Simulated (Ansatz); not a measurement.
C20H13F6NO4S4⁻, that is S-phenylthianthrenium bistriflimide with one electron more, relaxed as a doublet with UKS PBE-D4/def2-SVP in Ansatz, starting from the PBE-D4/def2-SVP geometry of the neutral singlet. Force threshold 0.03 eV/Å.

Single mean-field runs in def2-SVP are fitted with def2-universal-jkfit. The highest occupied level of the relaxed charge -1 doublet lies above zero (up to 0.32 eV). By energy differences its removal costs 1.25 eV (each at its own geometry, to the charge 0 singlet, at PBE-D4/def2-SVP); self-interaction error and the lack of diffuse functions both raise the level. The relaxation made no stability test and no search for a lower SCF solution.

Start:

```xyz
48

O     3.023    0.080    0.467
S     3.059    0.205   -1.010
O     4.117   -0.448   -1.803
N     1.524   -0.142   -1.509
S     1.083    0.014   -3.077
O     1.766    1.104   -3.804
O    -0.397   -0.103   -3.115
C     1.675   -1.573   -3.946
F     1.482   -2.655   -3.158
F     2.965   -1.491   -4.258
F     0.955   -1.735   -5.065
C     3.317    2.087   -1.287
F     4.029    2.551   -0.246
F     3.989    2.316   -2.411
F     2.143    2.739   -1.320
C    -2.976   -2.535   -1.771
C    -3.377   -1.489   -0.921
C    -2.439   -0.841   -0.109
C    -1.100   -1.264   -0.171
S     0.196   -0.499    0.797
C    -0.443   -0.721    2.489
C    -1.299   -1.779    2.829
C    -1.587   -2.022    4.179
C    -1.025   -1.209    5.177
C    -0.186   -0.141    4.831
C     0.122    0.108    3.480
S     1.236    1.432    3.079
C     0.447    2.094    1.630
C     0.363    3.491    1.478
C    -0.236    4.036    0.337
C    -0.766    3.200   -0.658
C    -0.685    1.807   -0.531
C    -0.078    1.276    0.614
C    -0.682   -2.305   -1.009
C    -1.636   -2.944   -1.813
H    -3.719   -3.028   -2.416
H    -4.430   -1.169   -0.895
H    -2.740   -0.020    0.558
H    -1.724   -2.421    2.044
H    -2.251   -2.855    4.450
H    -1.252   -1.398    6.236
H     0.232    0.518    5.606
H     0.762    4.141    2.271
H    -0.291    5.130    0.225
H    -1.217    3.628   -1.565
H    -1.017    1.148   -1.347
H     0.380   -2.575   -1.064
H    -1.315   -3.744   -2.495
```

```
step  energy (eV)  largest force component (eV/Å)  SCF passes
   1  -90152.8119                           1.207          35
   2  -90153.0308                           0.862          32
   3  -90153.0825                           0.521          27
   4  -90153.1062                           0.211          26
   5  -90153.1119                           0.137          28
   6  -90153.1158                           0.083          27
   7  -90153.1177                           0.075          26
   8  -90153.1195                           0.059          26
   9  -90153.1204                           0.055          26
  10  -90153.1210                           0.048          26
  11  -90153.1214                           0.027          28
```

Force components are those of the run's own axes.

End:

```
atom   x (Å)   y (Å)   z (Å)
  O1   3.031  -0.042   0.448
  S2   3.112   0.165  -1.014
  O3   4.196  -0.473  -1.794
  N4   1.605  -0.069  -1.607
  S5   1.268   0.130  -3.184
  O6   2.061   1.169  -3.882
  O7  -0.206   0.105  -3.335
  C8   1.812  -1.491  -4.026
  F9   1.567  -2.566  -3.246
 F10   3.115  -1.472  -4.324
 F11   1.115  -1.642  -5.170
 C12   3.451   2.044  -1.176
 F13   4.147   2.438  -0.090
 F14   4.183   2.314  -2.263
 F15   2.312   2.749  -1.225
 C16  -3.143  -2.551  -1.746
 C17  -3.554  -1.611  -0.783
 C18  -2.624  -0.960   0.036
 C19  -1.240  -1.284  -0.111
 S20  -0.014  -0.513   0.844
 C21  -0.612  -0.654   2.588
 C22  -1.328  -1.799   2.967
 C23  -1.489  -2.118   4.321
 C24  -0.864  -1.315   5.306
 C25  -0.139  -0.182   4.934
 C26  -0.027   0.184   3.570
 S27   0.881   1.657   3.189
 C28   0.244   2.184   1.623
 C29   0.310   3.564   1.322
 C30  -0.181   4.042   0.104
 C31  -0.733   3.153  -0.841
 C32  -0.763   1.780  -0.572
 C33  -0.295   1.305   0.660
 C34  -0.814  -2.217  -1.092
 C35  -1.761  -2.841  -1.897
 H36  -3.886  -3.043  -2.391
 H37  -4.624  -1.368  -0.678
 H38  -2.938  -0.212   0.778
 H39  -1.737  -2.451   2.178
 H40  -2.084  -2.996   4.613
 H41  -0.952  -1.577   6.372
 H42   0.335   0.454   5.699
 H43   0.736   4.255   2.067
 H44  -0.124   5.119  -0.116
 H45  -1.104   3.523  -1.808
 H46  -1.085   1.063  -1.344
 H47   0.260  -2.403  -1.227
 H48  -1.421  -3.544  -2.674
```

By distances, no bond broke or formed. The bond that changes most is C19–S20, from 1.79 to 1.74 Å (atoms count from 1).

No frequencies were taken in this run, so the end may be a saddle point.

Run time 80 s (2 threads of AMD EPYC 7R13 on a shared host and a share (18 GiB) of an NVIDIA H100 80GB HBM3), peak host memory 1.1 GiB.
